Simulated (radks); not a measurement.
Q: Successive ionisation energies (eV) of one element, from differences of total energies of ions in their ground configurations, starting at charge 44: 7774.4, 8001.3, 8224.8, 8529.3, 8765.6, 8997.9, 9599.4, 9827.9, 40371, 41342. Method: scalar-relativistic Kohn-Sham, BLYP, spin-polarised, spherical densities, finite nucleus; open shells are filled with parallel spins first (spin-orbit coupling, left out, can overturn this in heavy ions); Fermi nuclear charge, rms radius 4.7859 fm; computed with a radial shooting solver on a logarithmic mesh with Libxc functionals. Which element is it?

A: Xenon (Z = 54). The first species listed is Xe44+ in [Ne], the last Xe53+ in 1s1.
